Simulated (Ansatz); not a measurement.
In14P14H34, a nanocrystal cut from wurtzite InP (hydrogen-capped), relaxed as a singlet with RKS PBE-D4/def2-SVP in Ansatz, starting from the GFN2-xTB geometry. Force threshold 0.03 eV/Å.

In the def2 sets In takes a core potential; there is no spin–orbit coupling. Single mean-field runs in def2-SVP are fitted with def2-universal-jkfit.

Start:

```xyz
62

P    -0.323   -3.297   -4.181
In   -1.315   -5.012   -2.388
In   -4.496   -1.937   -2.102
P    -2.380   -3.071   -1.083
In    1.502   -1.463   -3.873
P     3.207   -2.852   -2.353
In   -1.129    1.187   -3.527
P    -3.418    0.435   -2.529
P     0.555   -0.026   -1.986
In   -0.677   -1.362   -0.102
In    3.646   -2.496    0.225
P     1.215   -2.743    1.159
In   -3.735    1.251   -0.109
P    -1.919    0.281    1.436
In   -3.633   -1.124    2.738
In    0.879   -2.352    3.711
P    -1.708   -2.444    4.069
P    -0.562    3.688   -2.932
In    2.337    1.559   -0.985
P     3.875    0.071    0.549
In   -0.476    4.740   -0.425
P    -2.872    3.824    0.132
P     1.161    3.130    0.689
In   -0.181    1.883    2.503
In    3.948    0.685    3.089
P     1.469    0.203    3.690
In    2.576    4.974    1.768
P     4.166    3.303    3.072
H    -0.319   -3.684   -5.515
H    -1.424   -2.449   -4.320
H    -2.468   -5.953   -3.217
H     0.034   -5.660   -1.548
H    -4.744   -2.624   -3.649
H    -5.678   -1.654   -0.892
H    -2.809   -3.638    0.113
H     2.163   -0.559   -5.185
H     2.296   -3.891   -2.139
H     4.153   -3.677   -2.950
H    -0.850    0.579   -5.151
H    -4.371    1.247   -3.140
H     4.871   -3.491    0.943
H     0.841   -4.070    0.923
H    -5.287    1.133    0.663
H    -4.435   -2.158    1.643
H    -4.342   -0.130    3.928
H     1.896   -3.247    4.790
H    -1.974   -3.559    4.856
H    -1.696   -1.569    5.155
H    -0.848    4.506   -4.025
H     0.799    3.570   -3.236
H     3.157    2.434   -2.245
H     5.161    0.344    0.077
H     0.022    6.410   -0.385
H    -3.807    4.858    0.091
H    -2.779    3.816    1.527
H    -0.978    3.015    3.556
H     5.175   -0.172    3.961
H     1.399    0.604    5.026
H     3.521    5.684    0.543
H     1.555    5.802    2.848
H     5.378    3.435    2.402
H     4.676    3.710    4.297
```

| step | energy (eV) | largest force component (eV/Å) | SCF passes |
| --- | --- | --- | --- |
| 1 | -202946.9297 | 0.999 | 20 |
| 2 | -202947.6961 | 0.372 | 26 |
| 3 | -202947.8961 | 0.205 | 20 |
| 4 | -202948.0009 | 0.071 | 19 |
| 5 | -202948.0575 | 0.117 | 20 |
| 6 | -202948.0848 | 0.104 | 20 |
| 7 | -202948.0957 | 0.098 | 19 |
| 8 | -202948.1047 | 0.088 | 19 |
| 9 | -202948.1110 | 0.076 | 19 |
| 10 | -202948.1153 | 0.080 | 19 |
| 11 | -202948.1182 | 0.065 | 20 |
| 12 | -202948.1206 | 0.041 | 20 |
| 13 | -202948.1218 | 0.037 | 20 |
| 14 | -202948.1227 | 0.040 | 20 |
| 15 | -202948.1234 | 0.028 | 20 |

Force components are those of the run's own axes.

End:

Cartesian coordinates in Å:
```
P -0.307 -3.298 -4.234
In -1.227 -4.962 -2.349
In -4.283 -1.789 -2.744
P -2.436 -2.936 -1.251
In 1.553 -1.557 -3.693
P 3.005 -3.130 -2.155
In -1.299 1.155 -3.443
P -3.544 0.716 -2.298
P 0.457 -0.026 -1.980
In -0.784 -1.327 -0.153
In 3.406 -2.538 0.364
P 0.980 -2.676 1.221
In -3.785 1.448 0.157
P -1.960 0.229 1.478
In -3.443 -1.215 3.065
In 1.038 -2.220 3.767
P -1.452 -2.276 4.512
P -0.709 3.678 -2.953
In 2.217 1.597 -1.002
P 3.744 0.014 0.440
In -0.494 4.658 -0.525
P -2.916 3.946 0.181
P 1.049 3.078 0.733
In -0.314 1.879 2.567
In 3.959 0.582 2.956
P 1.495 0.320 3.674
In 2.672 4.865 1.729
P 4.356 3.152 2.920
H 0.064 -3.952 -5.453
H -1.415 -2.546 -4.742
H -2.344 -6.046 -3.121
H 0.214 -5.404 -1.463
H -3.801 -2.104 -4.393
H -5.837 -2.044 -2.012
H -3.117 -3.441 -0.095
H 2.479 -0.924 -5.017
H 2.362 -4.409 -2.130
H 4.229 -3.519 -2.789
H -1.204 0.837 -5.155
H -4.474 1.526 -3.030
H 4.626 -3.527 1.105
H 0.632 -4.057 1.057
H -5.409 1.419 0.782
H -4.029 -2.590 2.165
H -4.314 -0.196 4.172
H 2.129 -3.208 4.692
H -1.732 -3.624 4.911
H -1.425 -1.708 5.827
H -1.572 4.531 -3.712
H 0.505 3.979 -3.648
H 3.158 2.426 -2.217
H 5.080 0.189 -0.053
H -0.259 6.382 -0.535
H -3.852 4.794 -0.493
H -3.120 4.461 1.500
H -1.019 2.958 3.743
H 5.134 -0.336 3.853
H 1.523 0.685 5.061
H 3.614 5.561 0.442
H 1.888 5.671 3.056
H 5.692 3.319 2.432
H 4.617 3.528 4.277
```

By distances, no bond broke or formed. The bond that changes most is P18–In21, from 2.72 to 2.63 Å (atoms count from 1).

No frequencies were taken in this run, so the end may be a saddle point.

It took 52 s on 11 threads of AMD EPYC 7R13 on a shared host and a whole NVIDIA H100 80GB HBM3, peak host memory 1.6 GiB.
